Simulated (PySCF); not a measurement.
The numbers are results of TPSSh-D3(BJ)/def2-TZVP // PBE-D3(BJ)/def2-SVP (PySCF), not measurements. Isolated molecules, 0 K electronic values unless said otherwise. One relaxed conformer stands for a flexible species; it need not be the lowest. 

Reference species: [Y(Cl)3] (neutral, multiplicity 1).

The LUMO comes out as -3.17 eV, the charge on the central atom (Mulliken) is 1.30 e and the HOMO–LUMO gap is 5.22 eV.

Changed species: [Y(Cl)(NH2)2] (2 of 3 Cl replaced by NH2; the reference has 0 of 3 Cl replaced by NH2).

Problem. Give the shifts of the LUMO, charge on the central atom (Mulliken) and HOMO–LUMO gap.

Solution. the LUMO rises by 1.29 eV, to -1.88 eV; the charge on the central atom (Mulliken) goes up by 0.09 e, to 1.39 e; the HOMO–LUMO gap falls by 0.88 eV, to 4.34 eV.
